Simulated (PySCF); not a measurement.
Constitutional and geometric isomers with formula C2H8Si2. Isolated molecules, 0 K electronic values unless said otherwise. One relaxed conformer stands for each flexible species; it need not be the lowest. Strings in code marks are SMILES.

The HOMO–LUMO gap from two functionals at the same geometries (B3LYP-D3(BJ)/def2-TZVP), both in PySCF: PBE-D3(BJ)/def2-TZVP and B3LYP-D3(BJ)/def2-TZVP. B3LYP has the VWN-RPA correlation part, as in Gaussian. 

| species | B3LYP-D3(BJ)/def2-TZVP (eV) |
|---|---|
| `CC[SiH]=[SiH2]` (C–C–Si–Si torsion 20°) | 3.70 |
| `[SiH3][SiH]1CC1` | 6.28 |
| `[SiH3][C@@H]1C[SiH2]1` | 6.66 |
| `[Si]([SiH3])(=C)C` | 4.81 |
| `C(/[SiH3])=C\[SiH3]` | 6.65 |
| `[SiH3]/C=C\[SiH3]` | 6.45 |
| `[SiH3]/C=[SiH]\C` | 5.04 |

Question: What does PBE-D3(BJ)/def2-TZVP give for each?

Answer: 
- `CC[SiH]=[SiH2]` (C–C–Si–Si torsion 20°): 2.52
- `[SiH3][SiH]1CC1`: 4.80
- `[SiH3][C@@H]1C[SiH2]1`: 5.19
- `[Si]([SiH3])(=C)C`: 3.42
- `C(/[SiH3])=C\[SiH3]`: 4.99
- `[SiH3]/C=C\[SiH3]`: 4.82
- `[SiH3]/C=[SiH]\C`: 3.63
Over these rows, drawn at random from the members with no instability flagged (it was tested for open shells, ions and some series alone), PBE minus B3LYP-D3(BJ): mean -1.46 eV, from -1.66 eV to -1.17 eV.
